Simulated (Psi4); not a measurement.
A dimer, HF ··· H4OSi (SMILES F and O[SiH3]), singlet; the first 2 atoms form monomer A.

```
8

F      0.4622     0.0000     0.0000
H     -0.4622     0.0000     0.0000
Si    -1.5083     1.2888    -2.4667
O     -0.0385     0.5336    -2.4534
H     -2.3930     0.7451    -3.5271
H     -2.2090     1.1451    -1.1663
H     -1.2270     2.7135    -2.7300
H     -0.0089    -0.4126    -2.2946
```

What interaction energy does SAPT0/jun-cc-pVDZ, frozen core (Psi4) give, and which attractive term is the largest?

Total 19.83 kJ/mol: electrostatics -3.87, exchange 32.36, induction -3.69, dispersion -4.97. The most attractive term is dispersion.
